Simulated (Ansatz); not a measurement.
Basis-set extrapolation for `FC[SiH2][AlH][Cl]` (PBE0-D4/def2-TZVP geometry, frozen core, Ansatz). Multiplicity 1, RHF reference.

```json
{"": "HF", "def2-TZVPP": "-1130.718742", "def2-QZVPP": "-1130.753837"}
{"": "MP2 correlation", "def2-TZVPP": "-0.808993", "def2-QZVPP": "-0.879698"}
{"": "CCSD(T) correlation", "def2-TZVPP": "-0.898298", "def2-QZVPP": "not run"}
```

Energies in hartree. Use E(X) = E(∞) + A·exp(−7.88·√X) for Hartree–Fock and E(X) = E(∞) + B·X^(−2.97) for correlation, with X = 3 and 4, and add CCSD(T) minus MP2 of the smaller set to the MP2 limit.

What is the CCSD(T) energy at the basis-set limit?

HF limit: -1130.753837 + (-0.035095) × 0.13774 = -1130.75867. MP2 limit: -0.879698 + (-0.070705) × 0.74074 = -0.93207. Higher-order term: -0.898298 − (-0.808993) = -0.08931. Total: -1131.78005 hartree, 428.0 kJ/mol below CCSD(T)/def2-TZVPP.
